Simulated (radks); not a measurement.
Results of a calculation; reference values are marked as such.
Task: Isoelectronic series with 19 electrons, each ion in its NIST ground configuration. Level of theory: Dirac Kohn-Sham, PBE, spin-unpolarised, spherical densities, finite nucleus; open shells are shared between the two j in proportion to 2j + 1; Fermi nuclear charge, rms radius of each element as measured or else 0.836 A^(1/3) + 0.57 fm (a radial shooting solver on a logarithmic mesh with Libxc functionals). Total energies (hartree) and mean radii <r> (bohr) (* marks an orbital that is empty in some or all of the ions):

ion,configuration,E (hartree),4s1/2*,3p3/2,3p1/2
K,[Ar] 4s1,-602.08908,5.007,1.438,1.429
Cr5+,[Ar] 3d1,-1044.27698,2.059,0.8968,0.8901
Cu10+,[Ar] 3d1,-1616.37579,1.387,0.6519,0.6455
Se15+,[Ar] 3d1,-2319.93581,1.057,0.5136,0.5069
Ru25+,[Ar] 3d1,-4132.46267,0.7184,0.3611,0.3534
In30+,[Ar] 3d1,-5248.65688,0.6185,0.3142,0.3059
Xe35+,[Ar] 3d1,-6510.88570,0.5421,0.2780,0.2690
Pr40+,[Ar] 3d1,-7924.8404,0.4817,0.2491,0.2394
Tm50+,[Ar] 3d1,-11236.2359,0.3916,0.2058,0.1946
W55+,[Ar] 3d1,-13151.4009,0.3569,0.1891,0.1771

Estimate the row of Gd45+ ([Ar] 3d1).

Result: E (hartree) -9497.2398; 4s1/2* 0.4325; 3p3/2 0.2255; 3p1/2 0.2151.
